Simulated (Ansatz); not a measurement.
Cl3Y (SMILES [Cl][Y]([Cl])[Cl]), singlet, geometry from GFN2-xTB (such geometries of metal compounds can be far from the true shape) (core potentials on Y); Ansatz (a first-principles code) with PBE/def2-SVP.

Ansatz was given this input:
Ansatz 0.2 input:
```yaml
crystal:
  periodic: [false, false, false]
  atoms:
    - {symbol: Y, position_ang: [0.23273299, 0.60598762, 0.37640734]}
    - {symbol: Cl, position_ang: [1.71306890, -0.82911873, -0.86829729]}
    - {symbol: Cl, position_ang: [-0.87640660, -1.25795858, 1.42317771]}
    - {symbol: Cl, position_ang: [-1.37057916, 0.69687040, -1.41840315]}
basis:
  gaussian:
    orbitals: def2-SVP
hamiltonian:
  xc: pbe
```

The log (banner, timings and long lists left out):

```
Functional definition: PBE
874 factors; their error is unknown
mean field evaluation 1: about -38588.3489 eV, gradient 2.7e1 eV
mean field evaluation 2: about -38580.0038 eV, gradient 6.1e1 eV
mean field evaluation 4: about -38590.3078 eV, gradient 3.8e0 eV
mean field evaluation 8: about -38590.3501 eV, gradient 2.1e-2 eV
mean field evaluation 16: about -38590.3065 eV, gradient 6.1e-6 eV
mean field -38590.30650350 eV, -1418.1676065546 hartree, gradient 6.1e-6 eV, S^2 0.000000; 0 other end points of the search recorded, 0 dependent functions left out
reference -38590.30656586 eV, -1418.1676088462 hartree; 31, 31 occupied and 54, 54 virtual orbitals, 874 factors
Total energy: -38590.30656586 eV, -1418.1676088462 hartree
```
